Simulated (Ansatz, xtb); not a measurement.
## Isomers of C4H8OSi in order of energy

3 gas-phase structures of C4H8OSi, from a drawn sample of its isomers (lower ones may exist). Each was relaxed with GFN2-xTB; where two conformers were screened, the lower at r2SCAN-D4/def2-SVP is listed:

A. `O=C[C@@H]1C[C@H]1[SiH3]`, a singlet
B. `O=CC1([SiH3])CC1`, a singlet
C. `O=C[C@@H]1C[C@@H]1[SiH3]`, a singlet

Q: Make a reasoned guess at their ranking by r2SCAN-D4/def2-SVP single-point energy.

A: Calculated order at r2SCAN-D4/def2-SVP: A (0.0), B (0.9), C (1.2) kcal/mol. Less than 1 kcal/mol parts A and B; B and C, so the order within those pairs means little.

Energies above the lowest of each column, in kcal/mol; the last columns are at B3LYP/def2-SVP geometries:

| structure | GFN2-xTB | HF/STO-3G | r2SCAN-D4/def2-SVP | B3LYP/def2-SVP | CCSD(T)/def2-SVP + ΔMP2/def2-TZVPP |
| --- | --- | --- | --- | --- | --- |
| A | 2.7 | 0.0 | 0.0 | 0.0 | 0.0 |
| B | 2.4 | 1.9 | 0.9 | 1.6 | 0.6 |
| C | 0.0 | 4.7 | 1.2 | 0.6 | 0.5 |

CCSD(T)/def2-SVP + ΔMP2/def2-TZVPP has A and B and C within 1 kcal/mol of each other at the bottom, and every level picks one of them. CCSD(T)/def2-SVP + ΔMP2/def2-TZVPP orders those it was run on as A (0.0), C (0.5), B (0.6) kcal/mol. Less than 1 kcal/mol parts A and C; C and B, so the order within those pairs means little. Flexible structures stand in one conformer each, not always the lowest. ΔMP2 is the change of the MP2 energy from the smaller to the larger basis.

Programs: Ansatz 0.2.0, xtb 6.7.1.
